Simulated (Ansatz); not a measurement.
CH$_{4}$STe, SMILES `SC[TeH]`. Charge 0, multiplicity 1. Te takes the def2 core potential. Geometry: relaxed with PBE0-D4/def2-TZVP. It is one conformer, not always the lowest.

```xyz
7

S     0.516   -1.151   -1.380
C    -0.415   -0.168   -0.203
Te    0.739    0.205    1.581
H     1.493   -0.256   -1.599
H    -0.732    0.780   -0.630
H    -1.288   -0.761    0.062
H    -0.313    1.351    2.169
```

Question: What is the dipole moment at PBE/def2-TZVPP? (Estimate.)

Answer: Ansatz gave: 1.14 D, with components (-0.64, 0.89, -0.29) D in this frame, pointing from negative to positive charge.

Question: And with r2SCAN, B3LYP, ωB97M-V? (Estimate.)

Answer: Ansatz gave: r2SCAN 1.22 D, B3LYP 1.12 D, ωB97M-V 1.15 D.

Question: Give the Mulliken charges with PBE, ωB97M-V, r2SCAN in def2-TZVPP. (An estimate is asked.)

Answer: Computed: 
```csv
atom,PBE,ωB97M-V,r2SCAN
S1,-0.16,-0.14,-0.15
C2,-0.29,-0.38,-0.20
Te3,0.06,0.07,0.04
H4,0.11,0.12,0.10
H5,0.15,0.18,0.12
H6,0.16,0.18,0.13
H7,-0.03,-0.02,-0.03
```

B3LYP here is the variant with VWN-RPA as its local correlation; programs differ in this.
